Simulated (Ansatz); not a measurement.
I3Ti, charge +2, doublet, geometry from GFN2-xTB of the parent state (such geometries of metal compounds can be far from the true shape) (the multiplicity is a formal guess) (all electrons, no relativity); BLYP/STO-3G in Ansatz (a program for electronic structure).

Ansatz was given this input:
Ansatz 0.2 input:
```yaml
crystal:
  periodic: [false, false, false]
  atoms:
    - {symbol: Ti, position_ang: [-0.26398825, 0.29094200, 0.54074495]}
    - {symbol: I, position_ang: [-1.96538900, -1.56820713, -0.23004499]}
    - {symbol: I, position_ang: [0.02545701, 2.17943500, -1.27450510]}
    - {symbol: I, position_ang: [2.04951202, -0.73199625, 1.28008992]}
basis:
  gaussian:
    orbitals: STO-3G
hamiltonian:
  xc: blyp
total_charge: 2
magnetization: {spin_polarized: false, initial_magnetization: 1}
```

What the program printed (banner, timings and long lists left out):

```
Functional definition: BLYP
1244 factors; their error is unknown
mean field evaluation 1: about -582272.5094 eV, gradient 3.6e1 eV
mean field evaluation 2: about -581865.2928 eV, gradient 2.7e2 eV
mean field evaluation 4: about -582273.4637 eV, gradient 2.2e1 eV
mean field evaluation 8: about -582278.5265 eV, gradient 4.3e0 eV
mean field evaluation 16: about -582278.6966 eV, gradient 2.1e-2 eV
mean field evaluation 32: about -582246.7075 eV, gradient 7.1e1 eV
mean field evaluation 64: about -582277.8556 eV, gradient 6.1e0 eV
mean field evaluation 96: about -582272.9079 eV, gradient 2.2e1 eV
mean field evaluation 128: about -582240.3582 eV, gradient 5.0e1 eV
mean field -582278.69659280 eV, -21398.3474171094 hartree, gradient 3.8e-6 eV, S^2 0.750000; 10 other end points of the search recorded, 0 dependent functions left out
reference -582278.69687385 eV, -21398.3474274378 hartree; 90, 89 occupied and 9, 10 virtual orbitals, 1244 factors
Total energy: -582278.69687385 eV, -21398.3474274378 hartree
```
